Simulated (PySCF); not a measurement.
A calculated (PBE0, PySCF 2.14, def2-QZVPPD, no relativity, point nucleus) atom or ion has these occupied shells.

| shell | electrons | orbital energy (eV) | rms radius, mean of both spins (bohr) |
| --- | --- | --- | --- |
| 1s α | 1 | -7582.4 | 0.0659 |
| 1s β | 1 | -7582.4 | 0.0659 |
| 2s α | 1 | -919.33 | 0.280 |
| 2s β | 1 | -917.43 | 0.280 |
| 2p α | 3 | -799.71 | 0.250 |
| 2p β | 3 | -798.13 | 0.250 |
| 3s α | 1 | -126.74 | 0.842 |
| 3s β | 1 | -122.28 | 0.842 |
| 3p α | 3 | -90.557 | 0.892 |
| 3p β | 3 | -85.731 | 0.892 |
| 3d α | 5 | -31.100 | 1.14 |
| 3d β | 2 | -28.441 | 1.14 |

Problem. Name the element and its charge.

Solution. Co²⁺ (cobalt, charge +2), in [Ar] 3d7, high-spin 4F determinant.
